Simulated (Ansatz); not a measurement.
Ga(PH3)F3 (GaPH₃F₃), 8 atoms. Hardware: 2 threads of Arm Neoverse N1 on a shared host.

Correlated methods freeze 17 core orbitals; core or outer-core shells of Ga are correlated, in sets that lack core-valence functions.

(1) How many basis functions does each of these Ansatz runs have, and roughly what does it cost? LDA (SPW92)/def2-TZVP, charge 0 singlet, energy, from earlier orbitals; ωB97X-V/def2-TZVP, charge 0 singlet, energy, from earlier orbitals; r2SCAN-D4/def2-TZVP, charge 0 triplet at the geometry of the charge 0 singlet, energy, from earlier orbitals; PBE0-D4/def2-SVP, charge 1 doublet, relaxation, 23 steps; PBE-D4/def2-TZVP, charge 0 singlet, energy, from earlier orbitals; PBE0-D4/def2-TZVP, charge 0 triplet at the geometry of the charge 0 singlet, energy; r2SCAN-D4/def2-TZVP, charge 1 doublet at the geometry of the charge 0 singlet, energy, from earlier orbitals; B2PLYP/def2-TZVP, charge 0 singlet, energy, from earlier orbitals; CAM-B3LYP-D4/def2-TZVP, charge 0 singlet, energy, from earlier orbitals; PBE-D4/def2-TZVP, charge 0 triplet at the geometry of the charge 0 singlet, energy, from earlier orbitals; r2SCAN-D4/def2-TZVP, charge 0 singlet, energy and forces, from earlier orbitals; RPA@PBE/def2-TZVP, charge 0 singlet, energy, from earlier orbitals.

Answers

(1) Other jobs shared the machine, so times can vary by a factor of up to 3. A dash marks memory too small to be measured apart from the calling script's.

```
                                                                                                         run  functions  fitting or Cholesky vectors  wall time  peak host memory (GiB)
                                      LDA (SPW92)/def2-TZVP, charge 0 singlet, energy, from earlier orbitals        196                         1238      2.7 s                       –
                                           PBE-D4/def2-TZVP, charge 0 singlet, energy, from earlier orbitals        196                         1238      4.9 s                       –
                                     CAM-B3LYP-D4/def2-TZVP, charge 0 singlet, energy, from earlier orbitals        196                         1285        8 s                     0.6
                                          RPA@PBE/def2-TZVP, charge 0 singlet, energy, from earlier orbitals        196                         1316       12 s                       –
                             r2SCAN-D4/def2-TZVP, charge 0 singlet, energy and forces, from earlier orbitals        196                         1238       13 s                       –
                                           B2PLYP/def2-TZVP, charge 0 singlet, energy, from earlier orbitals        196                         1316       14 s                       –
                                          ωB97X-V/def2-TZVP, charge 0 singlet, energy, from earlier orbitals        196                         1273       21 s                    0.65
r2SCAN-D4/def2-TZVP, charge 1 doublet at the geometry of the charge 0 singlet, energy, from earlier orbitals        196                         1238       26 s                       –
   PBE-D4/def2-TZVP, charge 0 triplet at the geometry of the charge 0 singlet, energy, from earlier orbitals        196                         1238       27 s                       –
                         PBE0-D4/def2-TZVP, charge 0 triplet at the geometry of the charge 0 singlet, energy        196                         1295       48 s                     1.1
r2SCAN-D4/def2-TZVP, charge 0 triplet at the geometry of the charge 0 singlet, energy, from earlier orbitals        196                         1238       55 s                    0.55
                                                    PBE0-D4/def2-SVP, charge 1 doublet, relaxation, 23 steps        107                         1094    3.3 min                       –
```
